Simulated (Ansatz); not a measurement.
Consider the cleavage of the Si–Ge bond: `[GeH3][SiH]1BO1` + H–F → `F[SiH]1BO1` + GeH₄.

Gas-phase electronic energies from Ansatz, PBE0-D4/def2-TZVP geometries. CCSD(T)/CBS adds triple-zeta CCSD(T) − MP2 to the extrapolated MP2 energy (def2 sets, frozen cores). This one scheme is used for every species. DFT in def2-TZVPP. For Ge outer-core shells are correlated without core-valence functions, which leaves a few kJ/mol of doubt a bond. Scalar relativity is left out up to krypton.

`[GeH3][SiH]1BO1`:

Cartesian coordinates in Å:
```
Ge 0.076 0.949 -1.362
Si -0.139 0.149 0.862
B -0.415 -1.670 1.361
O 0.848 -1.288 1.149
H 1.469 1.552 -1.607
H -0.157 -0.205 -2.348
H -0.978 2.040 -1.613
H 0.179 1.187 1.878
H -0.884 -2.716 1.679
```

H–F:

Z-matrix (Å, degrees):
```
F
H 1 0.920
```

`F[SiH]1BO1`:

```xyz
6

F     0.996    1.175    1.365
Si    0.439    0.610   -0.014
B    -0.269   -1.126   -0.202
O    -1.107   -0.123    0.151
H     0.411    1.752   -0.947
H    -0.469   -2.288   -0.353
```

GeH₄:

Z-matrix (Å, degrees):
```
Ge
H 1 1.534
H 1 1.534 2 109.5
H 1 1.534 2 109.5 3 -120.0
H 1 1.534 2 109.5 3 120.0
```

**Question.** Is it downhill or uphill in electronic energy at CCSD(T)/CBS, and by how much? (An estimate is asked.)

**Answer.** Computed: Downhill: ΔE = -114.7 kJ/mol.

**Question.** What do these levels give: PBE0-D4, PBE0, r2SCAN0, LC-ωPBE, RPA@PBE/def2-TZVPP, HF/def2-TZVPP? (An estimate is asked.)

**Answer.** Computed: PBE0-D4 -104.6, PBE0 -108.6, r2SCAN0 -120.3, LC-ωPBE -121.1, RPA@PBE/def2-TZVPP -118.7, HF/def2-TZVPP -149.1 kJ/mol.

Largest T1 diagnostic among the species: 0.015.

Leaving LDA and LC-ωPBE aside and taking each functional with its dispersion term where it has one, the values, not all of them listed here, spread over 32.3 kJ/mol, from CAM-B3LYP-D4 to revPBE-D4. From PBE to PBE0 (25 % exact exchange), in def2-TZVPP and without D4, ΔE moves by −4.6 kJ/mol. The D4 term adds +7.0 kJ/mol with B3LYP and +4.0 kJ/mol with PBE0; it sums over pairs of atoms, weighted by their polarisabilities, and B3LYP, whose exchange is more repulsive, gets the larger term.

B3LYP here is the variant with VWN-RPA as its local correlation; programs differ in this.
